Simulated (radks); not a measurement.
Problem. These are the eigenvalues of the occupied orbitals of an atom or ion with whole-number occupations (eV). Calculated with a radial shooting solver on a logarithmic mesh with Libxc functionals: scalar-relativistic Kohn-Sham, LB94 model potential, spin-polarised, spherical densities, finite nucleus; Fermi nuclear charge, rms radius of each element as measured or else 0.836 A^(1/3) + 0.57 fm.

orbital  eigenvalue
1s down   -44036.17
1s up     -44036.07
2s up     -7524.047
2s down   -7523.378
2p up     -6781.126
2p down   -6780.770
3s up     -1991.676
3s down   -1991.181
3p up     -1756.745
3p down   -1756.108
3d up     -1431.435
3d down   -1430.071
4s up     -723.8935
4s down   -720.2456
4p up     -643.3283
4p down   -639.5043
4d up     -528.5061
4d down   -524.8018

Which element is it, and in what charge state? The configuration may be excited. Open shells, if any, are filled with parallel spins first.

Solution. Z = 60, neodymium, charge +18: Nd18+ in [Kr] 4d6. The list shows which subshells hold electrons but not how many an open one holds; the 1s level, -1618.3 hartree, gives Z - s = 56.9 by -(Z - s)^2/2, which with screening and relativity narrows Z to a few neighbours, and the depths of the outer levels then fix element, charge and occupations together.
